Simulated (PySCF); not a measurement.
**`[CH3][AlH][CH2]BBr`, C2H7AlBBr**

Molfile (atoms numbered from 1):
```
C2H7AlBBr
     RDKit          3D

 12 11  0  0  0  0  0  0  0  0999 V2000
   -1.8702    0.7663   -0.0751 C   0  0  0  0  0  0  0  0  0  0  0  0
   -0.4633   -0.5827    0.0644 Al  0  0  0  0  0  3  0  0  0  0  0  0
    1.1531   -0.0301    1.2483 C   0  0  0  0  0  0  0  0  0  0  0  0
    2.0103   -0.4940    0.1322 B   0  0  0  0  0  0  0  0  0  0  0  0
    1.4375    0.1942   -1.6674 Br  0  0  0  0  0  0  0  0  0  0  0  0
   -1.4885    1.7929    0.0406 H   0  0  0  0  0  0  0  0  0  0  0  0
   -2.6411    0.6069    0.6983 H   0  0  0  0  0  0  0  0  0  0  0  0
   -2.3775    0.7021   -1.0517 H   0  0  0  0  0  0  0  0  0  0  0  0
   -0.6895   -2.1167   -0.2803 H   0  0  0  0  0  0  0  0  0  0  0  0
    1.2960   -0.4722    2.2413 H   0  0  0  0  0  0  0  0  0  0  0  0
    0.8269    1.0199    1.2786 H   0  0  0  0  0  0  0  0  0  0  0  0
    2.8090   -1.3890    0.0659 H   0  0  0  0  0  0  0  0  0  0  0  0
  1  2  1  0
  2  3  1  0
  3  4  1  0
  4  5  1  0
  1  6  1  0
  1  7  1  0
  1  8  1  0
  2  9  1  0
  3 10  1  0
  3 11  1  0
  4 12  1  0
M  END
```

Method: GIAO B3LYP/def2-SVP magnetisability, rotational g tensor and spin-rotation constants, non-relativistic, gas phase in PySCF. Geometry: PBE0-D3(BJ)/def2-SVP.

The calculation is non-relativistic, which matters for the atoms heavier than Zn.

(1) What are the magnetisability and the molar susceptibility?

(2) Split it along the inertial axes a, b, c into diamagnetic and paramagnetic parts about the centre of mass, with the quadrupole moment.

(3) And the rotational g tensor?

Answers

(1) Isotropic -1291 × 10⁻³⁰ J/T², or -77.7 × 10⁻⁶ cm³/mol; principal values -1380, -1281, -1212 × 10⁻³⁰ J/T², anisotropy 147 × 10⁻³⁰ J/T² (root of half the summed squared differences of the principal values). The susceptibility is in cgs units.

(2) 
| axis | χ (10⁻⁶ cm³/mol) | diamagnetic (10⁻⁶ cm³/mol) | paramagnetic (10⁻⁶ cm³/mol) | summed x² of all electrons (Å²) | quadrupole Θ (D Å) |
| --- | --- | --- | --- | --- | --- |
| a | -77.5 | -446.6 | 369.2 | 153.8 | +2.73 |
| b | -73.9 | -774.2 | 700.4 | 76.6 | +1.56 |
| c | -81.9 | -977.2 | 895.3 | 28.7 | -4.29 |

Anisotropies 2χaa − χbb − χcc = +0.9 and 2χbb − χaa − χcc = +11.7 × 10⁻⁶ cm³/mol. Θ is traceless in Buckingham's convention.

(3) 
```csv
axis,rotational constant (GHz),g,nuclear part,electronic part
a,3.6466,-0.0279,0.6045,-0.6324
b,1.7132,-0.0155,0.5482,-0.5637
c,1.3160,-0.0048,0.5487,-0.5535
```
Asymmetric top; isotopes 27Al, 11B, 79Br, 12C, 1H; no vibrational averaging.
